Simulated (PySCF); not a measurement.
C₃H₈AlNO.
Atom-mapped SMILES: `[OH:1][CH2:2][CH2:3][C:4]#[N+:5][AlH3-:6]` (hydrogens: H7 on O1; H8, H9 on C2; H10, H11 on C3; H12, H13, H14 on Al6)

Jobs on this species (14 atoms, 54 electrons) with PySCF (density fitting). Hardware of each: an Arm Neoverse V2 with one thread, shared host. Other jobs ran on the host; a repeat could differ by tens of per cent or more. Peak memory is the resident size of the whole Python process, interpreter and libraries included.

```csv
level and settings,work,basis functions,SCF cycles,wall time,peak memory
"delta-SCF UKS SCAN, def2-TZVP on the ionised atom, pcseg-1 elsewhere, spin-free X2C","ΔSCF core ionisation, 7 holes",147,?,?,?
"delta-SCF UKS PBE, pcX-2 on the ionised atom, pcseg-1 elsewhere, spin-free X2C","ΔSCF core ionisation, 7 holes",170,?,?,?
"delta-SCF UKS SCAN, pcX-1 on the ionised atom, pcseg-1 elsewhere, spin-free X2C","ΔSCF core ionisation, 7 holes",150,125,44 s,0.53 GiB
"delta-SCF UKS PBE0, pcX-2 on the ionised atom, pcseg-1 elsewhere, spin-free X2C","ΔSCF core ionisation, 7 holes",170,108,60 s,0.73 GiB
"delta-SCF UKS SCAN, pcX-2 on the ionised atom, pcseg-1 elsewhere, spin-free X2C","ΔSCF core ionisation, 7 holes",170,124,52 s,0.62 GiB
"delta-SCF UKS SCAN, pcX-2 on the ionised atom, pcseg-1 elsewhere, non-relativistic","ΔSCF core ionisation, 7 holes",170,123,52 s,0.61 GiB
"delta-SCF UKS B3LYP, pcX-2 on the ionised atom, pcseg-1 elsewhere, spin-free X2C","ΔSCF core ionisation, 7 holes",170,109,61 s,0.66 GiB
"PBE0-D3(BJ)/def2-SVP, grid level 1",geometry optimisation from a GFN2-xTB start shaken at random,128,81,78 s,0.50 GiB
"delta-SCF UKS HF, pcX-2 on the ionised atom, pcseg-1 elsewhere, spin-free X2C","ΔSCF core ionisation, 7 holes",170,166,52 s,0.62 GiB
```

**Question.** Fill in the missing figures.

**Answer.** 
- delta-SCF UKS SCAN, def2-TZVP on the ionised atom, pcseg-1 elsewhere, spin-free X2C; ΔSCF core ionisation, 7 holes: 49 s, 0.58 GiB, 122 SCF cycles
- delta-SCF UKS PBE, pcX-2 on the ionised atom, pcseg-1 elsewhere, spin-free X2C; ΔSCF core ionisation, 7 holes: 32 s, 0.63 GiB, 122 SCF cycles

**Question.** What do all jobs in the table cost together?

**Answer.** About 8.0 min; the longest takes about 16 % of that, and about 2.4 times as long as the shortest.
